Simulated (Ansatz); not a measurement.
Computed with Ansatz on PBE0-D4/def2-TZVP structures; ΔE is electronic, products minus reactants. CCSD(T)/CBS is the MP2 limit (def2-TZVPP, def2-QZVPP) plus CCSD(T) − MP2 in def2-TZVPP, frozen cores. DFT in def2-TZVPP. B3LYP here is the variant with VWN-RPA as its local correlation; programs differ in this. HSE06 is defined as in plane-wave codes. For Br, Ge outer-core shells are correlated without core-valence functions, which leaves a few kJ/mol of doubt a bond. Scalar relativity is left out up to krypton.

Reaction (formal exchange of groups at a C–Ge bond): `[CH3][GeH]` + `[SiH3]Br` → `C[SiH2]Br` + `[GeH2]`

```csv
level,ΔE (kJ/mol),difference from CCSD(T)/CBS
BLYP-D4,-14.8,-0.6
r2SCAN-D4,-17.0,-2.8
HSE06-D4,-17.7,-3.5
CAM-B3LYP-D4,-18.3,-4.1
PBE-QIDH,-16.5,-2.3
PBE,-14.0,0.2
r2SCAN,-16.5,-2.3
B3LYP,-14.7,-0.5
RPA@PBE/def2-TZVPP,-14.0,0.2
HF/def2-SVP,-19.6,-5.4
CCSD(T)/def2-SVP,-17.8,-3.6
MP2/def2-TZVPP,-13.2,1.0
CCSD(T)/def2-TZVPP,-14.8,-0.6
SCS-MP2/def2-QZVPP,-13.0,1.2
MP2/CBS(def2),-12.6,1.6
CCSD/CBS(def2),-15.1,-0.9
CCSD(T)/CBS,-14.2,0
```

Largest T1 diagnostic among the species: 0.012.

Leaving LDA and LC-ωPBE aside and taking each functional with its dispersion term where it has one, the values, not all of them listed here, spread over 9.7 kJ/mol, from B97M-V to B2PLYP. From BLYP to BHLYP (50 % exact exchange), in def2-TZVPP and without D4, ΔE moves by −5.4 kJ/mol. At CCSD(T), def2-SVP lies −3.6 kJ/mol from the extrapolated value and def2-TZVPP −0.6 kJ/mol.
